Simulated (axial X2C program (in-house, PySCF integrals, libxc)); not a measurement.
**Photoelectron levels of HgBr⁻ by EOM-IP-CCSD**

Calculated with an axial X2C code built on PySCF integrals: two-component X2C with atomic mean-field Coulomb and Gaunt terms, Gaussian nuclei, basis Hg dyall-acv3z, Br dyall-acv3z with contracted cores.

R = 3.156 Å (1.045 times 3.020 Å, the PBE0 minimum at charge -1 for the lowest determinant).

Vertical detachment energies of HgBr⁻ to the states of HgBr:

| Ω of HgBr | vertical detachment energy (eV) | above lowest (cm⁻¹) | ionised spinor | one-hole weight |
| --- | --- | --- | --- | --- |
| 1/2 | 3.498 | 0 | 61% Br pσ, 18% Hg sσ, 10% Hg pσ | 0.95 |
| 3/2 | 3.906 | 3284 | 97% Br pπ | 0.94 |
| 1/2 | 4.246 | 6030 | 91% Br pπ | 0.94 |
| 1/2 | 6.021 | 20347 | 67% Hg sσ, 29% Br pσ | 0.95 |
| 1/2 | 10.153 | 53671 | 59% Hg dσ, 40% Hg dπ | 0.92 |
| 3/2 | 10.178 | 53876 | 82% Hg dπ, 18% Hg dδ | 0.92 |

Problem. What is the splitting of the first π pair in the table, and is it regular or inverted?

Solution. E(3/2) − E(1/2) = 3284 − 6030 = -2746 cm⁻¹ at EOM-IP-CCSD: inverted, Ω = 3/2 lower. Splittings at this level can be off by ten to twenty per cent.

This point took 21 s on 1 thread of Arm Neoverse V1 (shared host).

Reference electrons by ω block (each with its −ω partner): 1/2: 34, 3/2: 17, 5/2: 6, 7/2: 1. 20 electrons of HgBr⁻ correlated (inner shells frozen), 82 natural virtual spinors (a truncated set); levels can be off by some tenths of an eV. Roots sought by Ω: (1/2: 4, 3/2: 3, 5/2: 1); rows need 60 % one-particle weight and stop where some Ω has no more roots. Missing are any skipped roots, higher Ω and states of a further excitation; these come out far too high here and may in truth be low or lowest. T1 of the reference 0.012 (Lee–Taylor). Number of frozen shells: Hg 5 s, 4 p, 2 d, 1 f; Br 3 s, 2 p, 1 d.
